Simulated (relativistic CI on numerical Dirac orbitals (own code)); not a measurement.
# d1 in a ligand field

Computed with a parametric ligand-field model of a d^n configuration (Racah B and C, spin-orbit zeta, crystal field), exact diagonalisation.

Field parameters in Wybourne normalisation: Oh B⁴₀ = 21Dq, B⁴₄ = √(5/14) B⁴₀. The field is a parameter set, without covalency.

Question: Ground term and bands for B = 780, C = 3130, ζ = 0 cm⁻¹, Oh, 10Dq = 4550 cm⁻¹?

Answer: Ground term 2T2 with 0.00 electrons in the two orbitals of the cubic e set. Spin-allowed: 2E 4550 cm⁻¹ (2198 nm). Lowest spin-forbidden: none.

Question: Ground term and bands for B = 1000, C = 4330, ζ = 0 cm⁻¹, Oh, 10Dq = 18950 cm⁻¹?

Answer: Ground term 2T2 with 0.00 electrons in the two orbitals of the cubic e set. Spin-allowed: 2E 18950 cm⁻¹ (528 nm). Lowest spin-forbidden: none.

Question: Ground term and bands for B = 570, C = 2230, ζ = 0 cm⁻¹, Oh, 10Dq = 19500 cm⁻¹?

Answer: Ground term 2T2 with 0.00 electrons in the two orbitals of the cubic e set. Spin-allowed: 2E 19500 cm⁻¹ (513 nm). Lowest spin-forbidden: none.

Question: Ground term and bands for B = 760, C = 3750, ζ = 0 cm⁻¹, Oh, 10Dq = 13800 cm⁻¹?

Answer: Ground term 2T2 with 0.00 electrons in the two orbitals of the cubic e set. Spin-allowed: 2E 13800 cm⁻¹ (725 nm). Lowest spin-forbidden: none.

Question: Ground term and bands for B = 1010, C = 3920, ζ = 0 cm⁻¹, Oh, 10Dq = 38500 cm⁻¹?

Answer: Ground term 2T2 with 0.00 electrons in the two orbitals of the cubic e set. Spin-allowed: 2E 38500 cm⁻¹ (260 nm). Lowest spin-forbidden: none.
